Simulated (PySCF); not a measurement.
Sn(H)(Cl)2(Et) (C2H6Cl2Sn), SMILES C[CH2][SnH]([Cl])[Cl].

Geometry optimised at B3LYP-D3(BJ)/def2-SVP. The structure was generated by enumeration; whether it is a known compound was not checked. The def2 effective core potentials stand for the cores of Sn; spin–orbit coupling is left out. Other conformers were not sampled.

Vertical ionisation energy (IE) and electron affinity (EA) in eV. Rows of orbital energies are one-electron estimates. Where ΔSCF, EOM or ADC give a negative EA the extra electron is unbound and the value depends on the basis.

```csv
level,IE,EA
"−ε(HOMO), −ε(LUMO), B3LYP/def2-TZVP (PySCF)",8.11,1.65
"−ε(HOMO), −ε(LUMO), PBE/def2-TZVP (PySCF)",?,?
```

Problem. Complete the blanks. (An estimate is asked for; the answer gives what the named calculation found.)

Solution. 
- −ε(HOMO), −ε(LUMO), PBE/def2-TZVP (PySCF), IE: 7.10
- −ε(HOMO), −ε(LUMO), PBE/def2-TZVP (PySCF), EA: 2.27
